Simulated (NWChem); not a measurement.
Isomers of C3H4ClFSi, each optimised at B3LYP/6-31G* with NWChem, gas phase unless a solvent is named. Flexible species stand in one conformer each, which need not be the lowest. Pople sets run with spherical d functions. Relative energies count from the lowest isomer at each level and are electronic, without zero-point energy, on those geometries.

A: C#C[Si@](C)(F)Cl
B: FC1=CC[Si@@H]1Cl
C: C(=C=C(F)Cl)[SiH3]

**Question.** Which isomer is lowest, and do the levels agree? Levels: B3LYP/6-31G*; PBE/def2-TZVP; B3LYP/def2-TZVP; LDA (Slater exchange, VWN5)/def2-TZVP; BLYP/def2-TZVP; CAM-B3LYP/def2-TZVP; PBE0/def2-TZVP.

**Answer.** All put A lowest.
```
quantity                                                             A     B      C
-----------------------------------------------------------------  ---  ----  -----
relative energy, B3LYP/6-31G* (kcal/mol)                           0.0  44.9   99.8
relative energy, PBE/def2-TZVP (kcal/mol)                          0.0  41.0   97.7
relative energy, B3LYP/def2-TZVP (kcal/mol)                        0.0  50.0  104.4
relative energy, LDA (Slater exchange, VWN5)/def2-TZVP (kcal/mol)  0.0  34.7   95.2
relative energy, BLYP/def2-TZVP (kcal/mol)                         0.0  50.3   99.8
relative energy, CAM-B3LYP/def2-TZVP (kcal/mol)                    0.0  49.5  107.0
relative energy, PBE0/def2-TZVP (kcal/mol)                         0.0  41.7  103.4
```
